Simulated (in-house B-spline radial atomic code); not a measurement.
A calculation on Pm⁵⁺ (an excited or competing configuration): its settings, and results tabulated from the run. Computed with an all-electron radial atomic-structure program (B-spline basis): scalar-relativistic (X2C) TPSSh, spin-polarised, spherical fractional occupations, exact exchange averaged over the configuration, Fermi nucleus of rms radius 4.962 fm.

Command:
```bash
python run_scf.py task.json out
```
Settings (nuclear radius in fm, mass in u):
```
Z                61
configuration    [Kr] 4d10 4f2 5s2 5p5 6p1
hamiltonian      x2c
method           tpssh
spin_polarised   True
nucleus          fermi
rms_radius       4.962
atomic_mass      144.91276
speed_of_light   137.035999084
exact_exchange   averaged over the configuration
```

Output (hartree, bohr):
```
 radial grid: 70 intervals, B-splines of order 8, outer radius 33.6842 bohr

 iter        energy (Eh)    residual
    1      -10012.574482    1.01e-01
    2      -10012.579616    1.82e-03
    3      -10012.579673    4.73e-04
    4      -10012.579676    2.78e-04
    5      -10012.579676    4.60e-05
    6      -10012.579676    1.20e-05
    7      -10012.579676    2.68e-06
    8      -10012.579676    3.59e-07

 total energy                    -10012.57968
 kinetic                           10831.5797
 electron-nucleus                 -24340.2048
 Hartree                            3724.3090
 exact exchange                      -22.3919
 exchange-correlation               -205.8718

 orbital      occ     eigenvalue          <r>       <r^2>       <1/r>       r_max
 1s up      1.000     -1656.4979    0.0224852 0.000697738      71.901     0.01397
 1s down    1.000     -1656.4931    0.0224852 0.000697736     71.9011     0.01397
 2s up      1.000      -272.3466     0.098294   0.0114678     16.5361     0.08362
 2s down    1.000      -272.3445    0.0982932   0.0114675     16.5361     0.08362
 2p up      3.000      -243.7852    0.0867174  0.00919584     14.7835     0.06718
 2p down    3.000      -243.7812    0.0867173  0.00919578     14.7835     0.06719
 3s up      1.000       -62.1896     0.259941   0.0773422     5.92079      0.2386
 3s down    1.000       -62.1597     0.259853   0.0772877     5.92306      0.2385
 3p up      3.000       -53.1501     0.258213   0.0773737     5.42328      0.2336
 3p down    3.000       -53.1173     0.258107   0.0773073     5.42554      0.2336
 3d up      5.000       -40.5874     0.236369   0.0657519     5.09917       0.192
 3d down    5.000       -40.5579     0.236224   0.0656623     5.10161      0.1919
 4s up      1.000       -14.9565     0.588844    0.390991     2.45551      0.5507
 4s down    1.000       -14.8731     0.588898    0.391024      2.4545      0.5507
 4p up      3.000       -11.9445     0.620839    0.437788     2.23239      0.5733
 4p down    3.000       -11.8580     0.620934     0.43789     2.23135      0.5732
 4d up      5.000        -7.6265      0.67351    0.524349     1.96419      0.5973
 4d down    5.000        -7.5328     0.673307    0.523986     1.96419      0.5969
 4f up      2.000        -2.9919     0.811703    0.803133     1.53009      0.5997
 5s up      1.000        -4.0555      1.32092     1.94567     1.01937       1.229
 5s down    1.000        -3.9614      1.32643     1.96245     1.01452       1.232
 5p up      3.000        -3.1907      1.46358     2.39688    0.901421       1.348
 5p down    2.000        -3.1116      1.47258     2.42637    0.894829       1.355
 6p up      1.000        -1.3609      3.05028     10.2895     0.42409       2.955
```

Time taken, with all properties: 0.37 s on 1 thread of AMD EPYC 7R13 Processor, on a shared host.

One-electron X2C: radii and densities carry no picture-change correction, so inner-shell <1/r> comes out high (for 1s by about 2 % at Z = 33, 5 % at 54, 10 % at 75, 30 % at 118) and <r> low.
